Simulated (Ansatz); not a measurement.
`C[N](C)[Zn][Cl]` + H₂S → `[SH][Zn][Cl]` + `CNC` at 600 K and 1 bar (ligand exchange at a Zn–N bond).

Computed with Ansatz on PBE0-D4/def2-TZVP structures; ΔE is electronic, products minus reactants. CBS: MP2 limit from def2 TZ/QZ plus the TZ coupled-cluster correction, frozen cores. This one scheme is used for every species. For Zn outer-core shells are correlated without core-valence functions, which leaves a few kJ/mol of doubt a bond. Scalar relativity is left out up to krypton. One conformer a species, not always the lowest.

```
          species  CCSD(T)/CBS energy (Eh)  H − E (kJ/mol)  S (J/(mol·K))
`C[N](C)[Zn][Cl]`              -2372.62212           278.4          456.8
              H₂S               -398.97279            60.8          230.9
   `[SH][Zn][Cl]`              -2636.62673            63.0          354.9
            `CNC`               -135.00321           284.6          333.5
```

H − E and S are ideal-gas, rigid-rotor, harmonic terms from PBE0-D4/def2-TZVP, for one conformer and one mirror image of each species. 1 Eh = 2625.50 kJ/mol, R = 8.31446 J/(mol·K).

**Question.** By hand: ΔE, ΔH, ΔS and ΔG.

**Answer.** ΔE = (-2636.62673) + (-135.00321) − (-2372.62212) − (-398.97279) = -0.03503 Eh = -92.0 kJ/mol. Δ(H − E) = 63.0 + 284.6 − 278.4 − 60.8 = 8.4, so ΔH = -83.6 kJ/mol. ΔS = 354.9 + 333.5 − 456.8 − 230.9 = 0.7 J/(mol·K). ΔG = -83.6 − 600 × (0.7)/1000 = -84.0 kJ/mol.

**Question.** By hand: the equilibrium constant, and the temperature at which ΔG would vanish if ΔH and ΔS stayed fixed.

**Answer.** log₁₀ K = −ΔG/(RT ln 10) = 7.3. ΔH and −TΔS have one sign here, so there is no such temperature. One of them is within its doubt of zero, so this could turn.

The number of gas molecules stays the same, so ΔS is small and ΔH decides. A doubt of 5 kJ/mol in ΔE shifts log₁₀ K by 0.4 here. Other conformers and mirror images would add mixing entropy, several J/(mol·K) or more a flexible species. Modes under 60 cm⁻¹, often nearly free rotors, make the harmonic entropy too high. These are equilibria of isolated gas molecules and say nothing of rates. Largest T1 diagnostic: 0.014 (customary marks: 0.02 for closed shells, 0.045 for open ones).
